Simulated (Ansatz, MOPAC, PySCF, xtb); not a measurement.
Donor–acceptor adduct: BH3 (SMILES B) (first 4 atoms) with H2O (SMILES O); geometry from B3LYP-D3(BJ)/def2-TZVP, rigid monomers moved along the line of their centres of mass till B1···O5 is 1.99 Å.
(charge 0, multiplicity 1):
```xyz
7

B      0.211     0.249     0.790
H      0.617    -0.767     0.287
H     -0.853     0.637     0.394
H      1.037     1.091     1.006
O     -0.248    -0.329     2.636
H     -0.903    -1.039     2.592
H      0.542    -0.692     3.059
```

Monomers are frozen at their geometry in the pair; levels with a basis set take the counterpoise correction. Rows marked so take none.

Correlated levels freeze the cores. CBS(a, b) extrapolates the correlation energy as X⁻³ and adds the Hartree–Fock energy of set b. Rows in 6-31G*, STO-3G carry no dispersion term and start afresh at each structure (6-31G* with six Cartesian d functions). The state reached by PM3 isn't checked.

Programs: Ansatz (an electronic-structure program); MOPAC for PM3 (differences of heats of formation); PySCF for 6-31G* rows, STO-3G rows, the dispersion terms; xtb for the GFN methods. Values without a source in brackets are computed.

```json
[
 {"level": "PM3", "interaction energy (kcal/mol)": "-33.19"},
 {"level": "GFN2-xTB", "interaction energy (kcal/mol)": "-14.49"},
 {"level": "HF/STO-3G (no counterpoise)", "interaction energy (kcal/mol)": "-36.61"},
 {"level": "HF/6-31G* (no counterpoise)", "interaction energy (kcal/mol)": "-16.54"},
 {"level": "PBE/def2-TZVPPD", "interaction energy (kcal/mol)": "-20.79"},
 {"level": "B3LYP/def2-TZVPPD", "interaction energy (kcal/mol)": "___"},
 {"level": "B3LYP-D3(BJ)/def2-TZVPPD", "interaction energy (kcal/mol)": "-19.02"},
 {"level": "PBE0-D4/def2-TZVPPD", "interaction energy (kcal/mol)": "-20.75"},
 {"level": "CCSD(T)/CBS(aug-cc-pVDZ, aug-cc-pVTZ)", "interaction energy (kcal/mol)": "-18.78"}
]
```

Complete the blanks.


- B3LYP/def2-TZVPPD, interaction energy (kcal/mol): -17.70
